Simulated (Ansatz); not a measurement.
System: sum formula SiN$_{3}$H$_{7}$, charge 0, multiplicity 1. SMILES: N[SiH](N)N
Structure (B3LYP-D3(BJ)/def2-TZVP (Ansatz, a program for electronic structure) minimum search):
```xyz
11

Si    -0.0661     0.0789     0.3259
N     -0.7343     1.3958    -0.5554
N     -0.7907    -1.3052    -0.3799
N      1.6148    -0.2844     0.3280
H     -0.3515     0.4241     1.7414
H     -0.7427     2.3227    -0.1611
H     -0.7094     1.4218    -1.5629
H     -0.4648    -2.2283    -0.1449
H     -1.7649    -1.2984    -0.6338
H      2.2392     0.1899     0.9603
H      2.0905    -0.5808    -0.5100
```

Wanted: atomisation energy (electronic, to ground-state atoms), in kcal/mol. Correlated levels leave the core frozen unless marked. UHF or UKS for open shells. No spin-orbit coupling. Non-relativistic. The coupled-cluster limit lacks core correlation, which all-electron functionals hold. CBS marks a two-point X^-3 extrapolation of the correlation energy; Hartree-Fock from the larger set (for Q and 5 zeta extrapolated as (X+1)exp(-9√X)).

| level | program | atomisation energy (kcal/mol) |
|---|---|---|
| PBE/def2-TZVPD | Ansatz | ? |
| r2SCAN0-D4/def2-TZVPD | Ansatz + dftd4 | 892.9 |
| wB97M-V/def2-TZVPD | Ansatz | 921.3 |
| B2GP-PLYP/def2-TZVPD | Ansatz | 900.0 |
| SCS-MP2/aug-cc-pV(T+d)Z | Ansatz | 910.8 |
| CCSD/cc-pV(T+d)Z | Ansatz | 871.5 |
| CCSD(T)/CBS(cc-pV(Q+d)Z,cc-pV(5+d)Z) | Ansatz | ? |

Q: What belongs in the gaps?

A: 
- PBE/def2-TZVPD, atomisation energy (kcal/mol): 923.5
- CCSD(T)/CBS(cc-pV(Q+d)Z,cc-pV(5+d)Z), atomisation energy (kcal/mol): 917.9
